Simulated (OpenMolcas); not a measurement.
**Pd2+: ligand-field states by method**

Pd2+ with 3 ligands (oxide) in trigonal planar coordination (D3h) at 2.04 Å. A charge of +1.33 e stands 2.4 Å behind each ligand. Ligand basis ANO-RCC-VDZP.
```
Pd    0.0000    0.0000    0.0000
O     2.0400    0.0000    0.0000
O    -1.0200    1.7667    0.0000
O    -1.0200   -1.7667    0.0000
```

| Item | Value |
| --- | --- |
| Program | OpenMolcas |
| Basis | ANO-RCC-VDZP [6s5p3d1f] |
| Scalar Hamiltonian | DKH2, point nucleus |
| Active space | 8 electrons in 5 orbitals (4d) |
| State averaging | 2S+1 = 3 even, 10 roots; 2S+1 = 1 even, 15 roots |
| Spin-orbit coupling | RASSI with atomic mean-field integrals over the reference wave functions |

I. CASSCF
II. SS-CASPT2, IPEA 0.25 Eh, imaginary shift 0.1 Eh (closed shells correlated: 4s 4p and the ligand valence shells)

Spin-free states (labels of D3, the rotations of D3h) in cm-1, each column counted from its own energy of the first state listed:

```
State  Degeneracy      I     II
  3A2           1      0      0
  3A1           1   3689   4670
  3A2           1   3815   4670
   3E           2   6634   7550
   1E           2   7063   2590
   3E           2   7435  13020
  1A1           1   8641   3290
   1E           2  14554   8760
   1E           2  17490  18460
  3A2           1  18668  21540
  1A1           1  18688  13710
  1A2           1  19125  14040
   3E           2  27988  31980
   1E           2  29703  26840
   1E           2  34749  36800
  1A1           1  36024  35100
  1A1           1  51745  47340
```

From I to II, I's first state of the same spin (3A1) moves from 3689 to 4670 cm-1, by about +980 cm-1.

From I to II, I's first state of another spin (1E) moves from 7063 to 2590 cm-1, by about -4500 cm-1.

χT at 300 K: I 0.93, II 0.46 cm3 K/mol.

Roots that are degenerate in the reference are averaged as groups; the widest CASPT2 spread within a group is 130 cm-1 (the 2-fold group of multiplicity 3 near 13000 cm-1 above the lowest state of its run, II). Shifts and gaps below about the spread of the groups concerned are not significant. Over all roots computed the reference weight is 0.71 to 0.74 in II; a low but even weight reflects the number of correlated electrons. Real 4d8 and 5d8 ions are as a rule square planar and diamagnetic. The least metal-like active orbital is 84 % on the metal (Löwdin) and no ligand orbital is active, so the numbers are rough. The oxide ions are held by bare point charges, a crude embedding. Ligand-to-metal charge-transfer states are missing. With no ligand orbital active B as a rule stays too high, so bands that hang on it stand too high and its fall with covalency is understated. Without dynamic correlation the repulsion within the d shell is too large (B by tens of per cent), so at a given field states of lower spin stand too high (holds for I). With metal d orbitals alone the field can be off either way by tens of per cent (holds for I). No measured value stands beside these numbers; the geometry was imposed, not optimised, and the real ion may take another.
